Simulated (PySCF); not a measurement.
Potential energy curve for HCl (cation, charge +1), doublet.

Level of theory: PySCF with CCSD(T) on UHF/6-31G, 5 core orbitals frozen.

### Question
Relative to R = 1.35 Å, what are the energies at R = 1.55, 1.80, 2.38, 3.99 Å?

### Answer
24.7 kJ/mol at 1.55 Å, 86.7 kJ/mol at 1.80 Å, 217.0 kJ/mol at 2.38 Å, 325.2 kJ/mol at 3.99 Å.

The unrestricted determinant behind UCCSD(T) is spin-contaminated at 1.80 to 5.23 Å (<S²> up to 1.8, against 0.75 for a pure doublet).
